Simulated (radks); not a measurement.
Problem. Spherical quantum dot in the effective-mass picture: electrons in a hard-walled sphere of radius 4.31, with a point charge +1 (a donor) at the centre, all in effective atomic units (hartree* = m*/eps^2 hartree, bohr* = eps/m* bohr), one dielectric constant everywhere. Calculated with a radial shooting solver with Libxc functionals: non-relativistic Kohn-Sham, PBEsol, spin-polarised, spherical densities. Levels are named by radial order and angular momentum (1s, 1p, 1d, 2s, ...), and open shells are averaged over m. At N = 1 the configuration is 1s(up 1, down 0). Does electron 2 go into 1s down or 1p up?

Solution. Into 1s down. The total energies of the other choices lie higher by 0.365 hartree* (1p up).
